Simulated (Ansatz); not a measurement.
Start from `C[CH2][Ge][Cl]` and change one element to get `C[CH2][Ge][F]`.

Ansatz, PBE0-D4/def2-TZVP geometries, multiplicity 1. Each molecule was computed in one conformer, which needn't be the lowest.

Scalar relativity is left out up to krypton.

```
                                        property  `C[CH2][Ge][Cl]`
size of the dipole moment (B3LYP/def2-TZVPP) / D              2.23
           HOMO energy (ωB97M-V/def2-TZVPP) / eV             -8.76
            HOMO–LUMO gap (PBE0/def2-TZVPP) / eV              4.13
               HOMO energy (PBE/def2-TZVPP) / eV             -5.58
           LUMO energy (ωB97M-V/def2-TZVPP) / eV             -0.57
             LUMO energy (B3LYP/def2-TZVPP) / eV             -2.75
```

(1) Give the same properties after the change, and the shifts. (Best estimate.)

## Answers

(1) The calculation gave: 
| property | `C[CH2][Ge][F]` | shift |
| --- | --- | --- |
| size of the dipole moment (B3LYP/def2-TZVPP) / D | 2.09 | -0.14 |
| HOMO energy (ωB97M-V/def2-TZVPP) / eV | -8.75 | 0.01 |
| HOMO–LUMO gap (PBE0/def2-TZVPP) / eV | 4.32 | 0.19 |
| HOMO energy (PBE/def2-TZVPP) / eV | -5.50 | 0.08 |
| LUMO energy (ωB97M-V/def2-TZVPP) / eV | -0.33 | 0.24 |
| LUMO energy (B3LYP/def2-TZVPP) / eV | -2.57 | 0.18 |

Dipoles are sizes alone; their direction can turn.

B3LYP here is the variant with VWN-RPA as its local correlation; programs differ in this.
